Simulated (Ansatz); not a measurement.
Consider the substitution at a C–Sn bond: `O=[CH][SnH3]` + `OC=S` → `O=COC=S` + `[SnH4]`.

Calculated with Ansatz (gas phase, PBE0-D4/def2-TZVP geometries, no zero-point term in ΔE). CCSD(T)/CBS is the MP2 limit (def2-TZVPP, def2-QZVPP) plus CCSD(T) − MP2 in def2-TZVPP, frozen cores. This one scheme is used for every species. Functionals use def2-TZVPP. Elements past krypton have def2 core potentials. For Sn outer-core shells are correlated without core-valence functions, which leaves a few kJ/mol of doubt a bond. Each species was taken in one conformer, which may not be the lowest.

(1) Is it downhill or uphill in electronic energy at CCSD(T)/CBS, and by how much? (Best estimate.)

(2) What do these levels give: revPBE-D4, r2SCAN-D4, PBE0-D4, r2SCAN0-D4, PBE, r2SCAN, CAM-B3LYP, CCSD/def2-SVP, CCSD(T)/def2-SVP, HF/def2-TZVPP, HF/def2-QZVPP, SCS-MP2/def2-QZVPP? (An estimate is asked.)

(3) What do rigid-rotor, harmonic-oscillator terms from PBE0-D4/def2-TZVP frequencies (298.15 K, 1 bar) make of the CCSD(T)/CBS value? (An estimate is asked.)

Largest T1 diagnostic among the species: 0.018.

Answers

(1) The calculation gave: Downhill: ΔE = -38.3 kJ/mol.

(2) The calculation gave: revPBE-D4 -38.1, r2SCAN-D4 -46.5, PBE0-D4 -44.9, r2SCAN0-D4 -49.9, PBE -38.4, r2SCAN -46.2, CAM-B3LYP -50.3, CCSD/def2-SVP -65.6, CCSD(T)/def2-SVP -67.1, HF/def2-TZVPP -56.5, HF/def2-QZVPP -55.1, SCS-MP2/def2-QZVPP -41.5 kJ/mol.

(3) Ansatz gave: ΔZPE = -4.8 kJ/mol, ΔH = -44.0 kJ/mol, ΔS = -41 J/(mol·K), ΔG = -31.8 kJ/mol. Modes under 50 cm⁻¹ make the entropy rough.

At CCSD(T), def2-SVP lies −28.8 kJ/mol from the extrapolated value and def2-TZVPP −8.5 kJ/mol. From PBE to PBE0 (25 % exact exchange), in def2-TZVPP and without D4, ΔE moves by −6.0 kJ/mol. In def2-TZVPP, CCSD(T) changes the Hartree–Fock value by +9.6 kJ/mol (the triples alone add −0.3 kJ/mol) and MP2 by +9.2 kJ/mol.
